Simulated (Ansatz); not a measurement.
Geometry optimisation, Ansatz 0.2.0, RKS CAM-B3LYP/6-31G*.

Input:

```yaml
crystal:
  periodic: [false, false, false]
  atoms:
    - { symbol: Si, position_ang: [0.0, 0.0, 0.0] }
    - { symbol: O, position_ang: [0.0, 0.0, 2.03] }
    - { symbol: H, position_ang: [-0.9095, -0.2814, 2.3671] }
    - { symbol: Cl, position_ang: [2.0086, 0.0, -0.7093] }
    - { symbol: H, position_ang: [-0.6877, 1.1914, -0.4862] }
    - { symbol: Si, position_ang: [-1.0456, -1.8115, -0.7393] }
    - { symbol: H, position_ang: [-1.7029, -2.4846, 0.3772] }
    - { symbol: H, position_ang: [-2.0454, -1.4265, -1.7311] }
    - { symbol: H, position_ang: [-0.0777, -2.7173, -1.3511] }
    - { symbol: H, position_ang: [0.9186, -1.3949, 0.555] }
    - { symbol: H, position_ang: [0.7199, -1.0931, 1.4744] }
basis:
  gaussian: { orbitals: "6-31G*" }
hamiltonian:
  xc: cam_b3lyp
relax:
  f_tol: 0.15
  max_steps: 25
  restrain:
    - { distance: [0, 9], at: 1.46, k: 30.0 }
    - { distance: [10, 1], at: 1.01, k: 30.0 }
    - { distance: [0, 1], at: 2.88, k: 30.0 }
    - { distance: [10, 9], at: 1.86, k: 30.0 }
```

Run as:

```bash
$ ansatz run input.yaml --threads 2 --pin off --max-ram 3072MiB --backend cpu --events-out ev --progress --plain --runs-dir out
```

Problem. Where does it end, and by what steps?

Solution. The run converged. The restraints hold the end off the free minimum. After 16 steps the energy has fallen by 2.808 eV (the restraints' own energy left out); Cl4 moved furthest, 1.34 Å. Parted: Si1–O2 (2.03 → 2.88 Å). Joined: O2–H11 (1.42 → 0.98 Å).

```json
{"step": "0", "energy less start (eV)": "0.0000", "largest force component (eV/Å)": "3.010", "accepted": "yes"}
{"step": "1", "energy less start (eV)": "0.9400", "largest force component (eV/Å)": "2.642", "accepted": "yes"}
{"step": "2", "energy less start (eV)": "0.7442", "largest force component (eV/Å)": "2.172", "accepted": "yes"}
{"step": "3", "energy less start (eV)": "0.0046", "largest force component (eV/Å)": "2.082", "accepted": "yes"}
{"step": "4", "energy less start (eV)": "-1.0616", "largest force component (eV/Å)": "1.594", "accepted": "yes"}
{"step": "5", "energy less start (eV)": "-1.6824", "largest force component (eV/Å)": "0.974", "accepted": "yes"}
{"step": "6", "energy less start (eV)": "-2.1148", "largest force component (eV/Å)": "1.791", "accepted": "yes"}
{"step": "7", "energy less start (eV)": "-2.4053", "largest force component (eV/Å)": "1.085", "accepted": "yes"}
{"step": "8", "energy less start (eV)": "-2.5703", "largest force component (eV/Å)": "1.141", "accepted": "yes"}
{"step": "9", "energy less start (eV)": "-2.7079", "largest force component (eV/Å)": "0.964", "accepted": "yes"}
{"step": "10", "energy less start (eV)": "-2.7774", "largest force component (eV/Å)": "0.935", "accepted": "yes"}
{"step": "11", "energy less start (eV)": "-2.7965", "largest force component (eV/Å)": "0.842", "accepted": "yes"}
{"step": "12", "energy less start (eV)": "-2.7785", "largest force component (eV/Å)": "1.518", "accepted": "no"}
{"step": "13", "energy less start (eV)": "-2.8000", "largest force component (eV/Å)": "0.819", "accepted": "yes"}
{"step": "14", "energy less start (eV)": "-2.8061", "largest force component (eV/Å)": "0.874", "accepted": "yes"}
{"step": "15", "energy less start (eV)": "-2.8021", "largest force component (eV/Å)": "1.181", "accepted": "no"}
{"step": "16", "energy less start (eV)": "-2.8083", "largest force component (eV/Å)": "0.875", "accepted": "yes"}
```

```xyz
11
Properties=species:S:1:pos:R:3
Si 0.514 -0.186 -0.359
O -0.528 -0.274 2.323
H -1.077 -1.011 2.633
Cl 1.771 -0.032 -2.026
H -0.064 1.155 -0.145
Si -1.052 -1.847 -0.853
H -1.870 -2.199 0.338
H -1.957 -1.389 -1.937
H -0.337 -3.067 -1.309
H 1.381 -0.559 0.767
H 0.397 -0.610 2.356
```

Run time: 45 s on 2 threads of Arm Neoverse V2, with other jobs on the host, peak memory 0.21 GiB.
